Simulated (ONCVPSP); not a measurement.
# ytterbium, ONCV: configuration errors across variants

| Property | Result |
| --- | --- |
| Element | ytterbium |
| Generator | ONCVPSP 4.0.1 |
| Type | optimised norm-conserving Vanderbilt (ONCV) |
| Functional | PBE |
| Relativity | scalar-relativistic |
| Frozen core | [Kr] 4d10 4f13 |
| Valence charge | 11 |
| Reference configuration | 5s2 5p6 5d1 6s2 |
| Partial waves | 5s+6s: rc 2.00 bohr, ncon 3, nbas 6, qcut 5.7 1/bohr, 3 projectors, debl 1.7 Ha; 5p: rc 2.15 bohr, ncon 4, nbas 8, qcut 5.7 1/bohr, 3 projectors, debl 3.5 Ha; 5d: rc 2.15 bohr, ncon 5, nbas 9, qcut 4.9 1/bohr, 1 projector |
| Local potential | polynomial inside 1.35 bohr (lpopt 5, dvloc0 0 Ha) |
| Core correction | none |

All-electron excitation energies from the reference (eV): (1) 5s2 5p6 5d1 6s1 7.256; (2) 5s2 5p6 5d1 6s0 20.362; (3) 5s2 5p6 5d1 6s1 6p1 3.335.

1 further variants failed, have other tests or too few solved ones, and are left out.

Errors AE − PS in meV (a dash: test not solved or not reliable):

```
    change   (1)  (2)   (3)  bound ghosts  GHOST(+) flags above zero
      base  +2.1  +27  +1.7          none                          s
d: nbas 10  +2.1  +27  +1.7          none                          s
s: nproj 4  +2.1  +27  +1.7          none                          s
s: rc 2.06  +2.0  +26  +1.7          none                          s
```

(1) Give the same row for: s: rc 1.44.

## Answers

(1) +2.6, +29, +2.0; bound ghosts: none; GHOST(+) flags above zero: s.
